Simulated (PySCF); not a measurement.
Gas-phase reaction: 2 GeH2 + 2 HBr ⇌ 2 GeH3 + Br2

Energies from PySCF (xtb for GFN2), thermal terms from the rigid-rotor harmonic-oscillator model, ideal gas at 1 bar. † marks an energy on the PBE0/def2-TZVP geometry and frequencies; other levels use their own. MP2 and CCSD(T) freeze the core. 6-31G* has spherical d functions here. Open shells (unrestricted): GeH3 (multiplicity 2); the rest are closed-shell singlets. GFN2 has no spin-polarisation term. B3LYP is the form with VWN-RPA correlation. Br, Ge: all electrons, no relativistic terms. GeH2, GeH3: computed as isolated molecules; such fragments, hydroxides, amides, oligomers or adducts are transient or little studied in the gas. MP2 isn't extrapolated to the basis-set limit; its ΔH°(298 K) is 25.4 kJ in def2-SVP and 20.4 kJ in def2-TZVPP. CCSD(T) isn't extrapolated to the basis-set limit; its ΔH°(298 K) is 50.2 kJ in def2-SVP and 39.1 kJ in def2-TZVPP. The harmonic model lacks anharmonicity and excited electronic states, which grow with temperature; levels with a mode under 35 cm⁻¹ are left out.

ΔH° and ΔS° at 298 K: B3LYP/def2-TZVP† 52 kJ, -133 J/K; CCSD(T)/def2-TZVPP† 39 kJ, -133 J/K; GFN2-xTB 182 kJ, -132 J/K; HF/6-31G* 1 kJ, -135 J/K; MP2/def2-SVP† 25 kJ, -133 J/K; PBE/def2-TZVP† 24 kJ, -133 J/K.

Q: With the heat capacities included, give log10 K (1 bar) at 800, 1000, 1200, 1400, 2000 K from B3LYP/def2-TZVP†, CCSD(T)/def2-TZVPP†, GFN2-xTB, HF/6-31G*, MP2/def2-SVP†, PBE/def2-TZVP†.

A: 
```csv
T (K),B3LYP/def2-TZVP†,CCSD(T)/def2-TZVPP†,GFN2-xTB,HF/6-31G*,MP2/def2-SVP†,PBE/def2-TZVP†
800,-10.4,-9.6,-18.8,-7.1,-8.7,-8.6
1000,-9.7,-9.0,-16.4,-7.1,-8.3,-8.2
1200,-9.2,-8.7,-14.8,-7.1,-8.1,-8.0
1400,-8.8,-8.4,-13.6,-7.1,-7.9,-7.8
2000,-8.2,-7.8,-11.4,-7.0,-7.5,-7.4
```
